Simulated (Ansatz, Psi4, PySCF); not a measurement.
C₅H₁₃Al (SMILES C[CH2][Al]([CH3])[CH2]C), singlet, geometry from GFN2-xTB (such geometries of metal compounds can be far from the true shape), atoms displaced at random by about 0.03 Å a coordinate. Base run: HF/STO-3G, gradient in PySCF.

PySCF was given this input:
```python
from pyscf import gto, scf

mol = gto.Mole()
mol.atom = '''
    Al   -0.13688317    0.15718017    0.43216917
    C    -0.04187350   -0.24017381    2.33573364
    H    -0.27784916   -1.31517341    2.60458870
    H    -0.84598417    0.31703679    2.89243452
    H     0.87569801   -0.04718412    2.83839710
    C     1.13218599   -0.94637193   -0.82772884
    C     1.76747630   -2.08522827   -0.19178223
    H     1.85118346   -0.28088197   -1.23294097
    H     0.46153170   -1.30758288   -1.70594490
    H     1.02845091   -2.75304205    0.23914715
    H     2.29930265   -1.79704065    0.72818537
    H     2.47445824   -2.61558468   -0.82769001
    C    -1.32486768    1.56564569   -0.25586584
    C    -1.22798950    1.60785763   -1.83056594
    H    -1.00744504    2.52500996    0.10063692
    H    -2.27645802    1.40140080   -0.00350084
    H    -1.65551426    0.72547994   -2.23245241
    H    -0.29685180    1.83852582   -2.18201811
    H    -1.93168975    2.47358885   -2.23159809
'''
mol.basis = 'sto-3g'
mol.verbose = 4
mol.build()

mf = scf.RHF(mol)
mf.kernel()
g = mf.nuc_grad_method()
grad = g.kernel()
```

Programs used: Ansatz (a program for electronic structure), Psi4, PySCF; a row that names a program was run with it.

The coordinate followed is z of atom 10.

Variants of this job, named by their change:

```
change                                                  dE/dx (Eh/bohr)  net force (Eh/bohr)
------------------------------------------------------  ---------------  -------------------
base                                                           0.015478             0.000000
density fitting = on; auxbasis_response = off                  0.015449             0.000515
conv_tol = 1e-4                                                0.015480             0.000000
finite difference step (bohr) = 1e-3; conv_tol = 1e-11         0.015478                    -
finite difference step (bohr) = 1e-5; conv_tol = 1e-11         0.015478                    -
conv_tol = 1e-11                                               0.015478             0.000000
finite difference step (bohr) = 0.01; conv_tol = 1e-11         0.015480                    -
finite difference step (bohr) = 1e-4; conv_tol = 1e-11         0.015478                    -
finite difference step (bohr) = 0.2; conv_tol = 1e-11          0.015980                    -
code = ansatz                                                  0.015478             0.000000
finite difference step (bohr) = 0.05; conv_tol = 1e-11         0.015510                    -
code = psi4                                                    0.015478             0.000000
```

The net force is zero for an exact gradient.
